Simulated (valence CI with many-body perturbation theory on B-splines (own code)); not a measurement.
## Se²⁹⁺: calculated level list

Level of theory: configuration interaction combined with many-body perturbation theory (CI+MBPT): three valence electrons over a frozen Dirac-Fock core [He], a basis of 11 s, 11 p, 9 d, 7 f, 5 g, 2 h, 1 i functions for each j, with the one-electron correlation potential Σ1 (screened to all orders), the two-electron term Σ2, the three-electron term Σ3, Breit, model QED; selected single and double excitations, second order for the rest (own B-spline code, finite nucleus).

The last digits are not significant, and no measured levels were compared; by estimate large intervals hold to a few tenths of a per cent, small ones and those within an open d or f shell to about a per cent.

Levels 46 to 90 of 94, with energies above the lowest level, (2s^2 2p1/2) J=1/2. "Leading %" is the weight of the configuration and term that name the level; weights of strongly mixed levels are sums over their largest components and can fall short. In the jj column 3d3/2^4 stands for four electrons in 3d with j = 3/2. Lifetimes count E1, E2, E3, M1 and M2 decay at the calculated energies, and are blank where another channel may lead or the interval is too uncertain; long ones can be off by a factor of two.

| No. | Configuration | Term | J | E (eV) | Leading % | Second component | Lifetime | Leading jj |
| --- | --- | --- | --- | --- | --- | --- | --- | --- |
| 46 | 2s.2p.3s | 2P° | 3/2 | 2003.4 | 77 | 11 % 2s.2p.3d 2D° | 120 fs | 2s 2p3/2 3s (74 %) |
| 47 | 2s.2p.3p | 2D | 5/2 | 2008.8 | 58 | 39 % 2s.2p.3p 4P | 51.6 fs | 2s 2p3/2 3p3/2 (95 %) |
| 48 | 2s.2p.3p | 2S | 1/2 | 2011.5 | 65 | 19 % 2s.2p.3p 2P | 37.4 fs | 2s 2p3/2 3p3/2 (92 %) |
| 49 | 2s.2p.3d | 4F° | 9/2 | 2023.6 | 100 |  | 1.02 ns | 2s 2p3/2 3d5/2 (100 %) |
| 50 | 2p2.3s | 4P | 1/2 | 2024.1 | 59 | 19 % 2p2.3s 2P | 144 fs | 2p1/2^2 3s (85 %) |
| 51 | 2s.2p.3d | 4D° | 7/2 | 2026.9 | 62 | 34 % 2s.2p.3d 4F° | 15.5 fs | 2s 2p3/2 3d3/2 (49 %) |
| 52 | 2s.2p.3d | 4D° | 5/2 | 2027.3 | 53 | 15 % 2s.2p.3d 4F° | 14.6 fs | 2s 2p3/2 3d3/2 (94 %) |
| 53 | 2s.2p.3d | 4P° | 3/2 | 2029.0 | 56 | 37 % 2s.2p.3d 4D° | 14.3 fs | 2s 2p3/2 3d3/2 (93 %) |
| 54 | 2s.2p.3d | 4P° | 1/2 | 2029.8 | 89 | 10 % 2s.2p.3d 4D° | 16.7 fs | 2s 2p3/2 3d3/2 (96 %) |
| 55 | 2s.2p.3p | 2P | 1/2 | 2032.8 | 67 | 18 % 2s.2p.3p 2S | 82.8 fs | 2s 2p3/2 3p1/2 (82 %) |
| 56 | 2s.2p.3p | 2D | 3/2 | 2033.5 | 69 | 22 % 2s.2p.3p 2P | 151 fs | 2s 2p3/2 3p1/2 (88 %) |
| 57 | 2s.2p.3d | 2D° | 5/2 | 2034.5 | 45 | 27 % 2s.2p.3d 4P° | 21.3 fs | 2s 2p3/2 3d5/2 (95 %) |
| 58 | 2s.2p.3d | 2P° | 3/2 | 2039.5 | 49 | 32 % 2s.2p.3d 2D° | 22.1 fs | 2s 2p3/2 3d5/2 (87 %) |
| 59 | 2s.2p.3p | 2D | 5/2 | 2042.9 | 85 | 5 % 2s.2p.3p 4D | 193 fs | 2s 2p3/2 3p3/2 (83 %) |
| 60 | 2s.2p.3d | 2F° | 7/2 | 2044.3 | 92 | 7 % 2s.2p.3d 4D° | 12.6 fs | 2s 2p3/2 3d5/2 (52 %) |
| 61 | 2s.2p.3p | 2P | 3/2 | 2046.4 | 58 | 26 % 2s.2p.3p 2D | 118 fs | 2s 2p3/2 3p3/2 (81 %) |
| 62 | 2p2.3p | 4D° | 1/2 | 2047.4 | 29 | 24 % 2s.2p.3d 2P° | 35.7 fs | 2p1/2^2 3p1/2 (62 %) |
| 63 | 2s.2p.3d | 2P° | 1/2 | 2048.6 | 64 | 19 % 2p2.3p 4D° | 21.3 fs | 2s 2p3/2 3d5/2 (63 %) |
| 64 | 2s.2p.3p | 2S | 1/2 | 2052.5 | 73 | 14 % 2s.2p.3p 2P | 471 fs | 2s 2p3/2 3p3/2 (82 %) |
| 65 | 2p2.3s | 4P | 3/2 | 2058.7 | 89 |  | 174 fs | 2p1/2 2p3/2 3s (93 %) |
| 66 | 2p2.3p | 4D° | 3/2 | 2065.2 | 38 | 25 % 2p2.3p 4P° | 67.4 fs | 2p1/2^2 3p3/2 (85 %) |
| 67 | 2p2.3s | 2P | 1/2 | 2066.7 | 68 | 20 % 2p2.3s 4P | 87.6 fs | 2p1/2 2p3/2 3s (87 %) |
| 68 | 2p2.3s | 4P | 5/2 | 2068.6 | 54 | 39 % 2p2.3s 2D | 114 fs | 2p1/2 2p3/2 3s (88 %) |
| 69 | 2s.2p.3d | 2F° | 5/2 | 2071.4 | 79 | 8 % 2s.2p.3d 2D° | 14.4 fs | 2s 2p3/2 3d3/2 (87 %) |
| 70 | 2s.2p.3d | 2F° | 7/2 | 2072.1 | 89 | 4 % 2s.2p.3d 4D° | 29.0 fs | 2s 2p3/2 3d5/2 (86 %) |
| 71 | 2s.2p.3d | 2D° | 3/2 | 2072.8 | 86 | 9 % 2s.2p.3d 2P° | 12.8 fs | 2s 2p3/2 3d3/2 (81 %) |
| 72 | 2p2.3s | 2D | 3/2 | 2074.6 | 52 | 39 % 2p2.3s 2P | 90.7 fs | 2p1/2 2p3/2 3s (90 %) |
| 73 | 2s.2p.3d | 2P° | 1/2 | 2077.7 | 91 | 4 % 2s.2p.3d 4D° | 18.0 fs | 2s 2p3/2 3d3/2 (85 %) |
| 74 | 2s.2p.3d | 2D° | 5/2 | 2077.7 | 80 | 14 % 2s.2p.3d 2F° | 12.3 fs | 2s 2p3/2 3d5/2 (90 %) |
| 75 | 2s.2p.3d | 2P° | 3/2 | 2081.4 | 88 | 5 % 2p2.3p 4D° | 18.0 fs | 2s 2p3/2 3d5/2 (78 %) |
| 76 | 2p2.3p | 4P° | 1/2 | 2081.8 | 35 | 32 % 2p2.3p 2S° | 69.2 fs | 2p1/2 2p3/2 3p1/2 (94 %) |
| 77 | 2p2.3d | 4F | 3/2 | 2085.7 | 48 | 15 % 2p2.3d 2D | 112 fs | 2p1/2^2 3d3/2 (92 %) |
| 78 | 2p2.3p | 4D° | 3/2 | 2086.0 | 42 | 30 % 2p2.3p 2D° | 68.7 fs | 2p1/2 2p3/2 3p1/2 (89 %) |
| 79 | 2p2.3p | 4D° | 5/2 | 2092.7 | 37 | 27 % 2p2.3p 2D° | 99.1 fs | 2p1/2 2p3/2 3p1/2 (85 %) |
| 80 | 2p2.3d | 4F | 5/2 | 2094.2 | 30 | 26 % 2p2.3d 4D | 35.2 fs | 2p1/2^2 3d5/2 (87 %) |
| 81 | 2p2.3p | 4D° | 5/2 | 2097.3 | 42 | 38 % 2p2.3p 4P° | 64.8 fs | 2p1/2 2p3/2 3p3/2 (95 %) |
| 82 | 2p2.3p | 4P° | 1/2 | 2099.5 | 47 | 24 % 2p2.3p 2P° | 59.3 fs | 2p1/2 2p3/2 3p3/2 (94 %) |
| 83 | 2p2.3p | 2D° | 3/2 | 2102.3 | 51 | 21 % 2p2.3p 4P° | 57.4 fs | 2p1/2 2p3/2 3p3/2 (92 %) |
| 84 | 2p2.3p | 4D° | 7/2 | 2106.5 | 55 | 42 % 2p2.3p 2F° | 81.8 fs | 2p1/2 2p3/2 3p3/2 (92 %) |
| 85 | 2p2.3p | 4S° | 3/2 | 2107.3 | 33 | 24 % 2p2.3p 2P° | 49.9 fs | 2p1/2 2p3/2 3p1/2 (81 %) |
| 86 | 2p2.3p | 2P° | 3/2 | 2112.6 | 56 | 17 % 2p2.3p 2D° | 50.2 fs | 2p1/2 2p3/2 3p3/2 (89 %) |
| 87 | 2p2.3s | 2D | 5/2 | 2114.1 | 53 | 43 % 2p2.3s 4P | 83.1 fs | 2p3/2^2 3s (91 %) |
| 88 | 2p2.3p | 2D° | 5/2 | 2116.6 | 36 | 32 % 2p2.3p 2F° | 62.1 fs | 2p1/2 2p3/2 3p3/2 (85 %) |
| 89 | 2p2.3s | 2P | 3/2 | 2119.1 | 41 | 37 % 2p2.3s 2D | 78.4 fs | 2p3/2^2 3s (82 %) |
| 90 | 2p2.3d | 4F | 3/2 | 2121.2 | 33 | 29 % 2p2.3d 2P | 70.2 fs | 2p1/2 2p3/2 3d3/2 (84 %) |
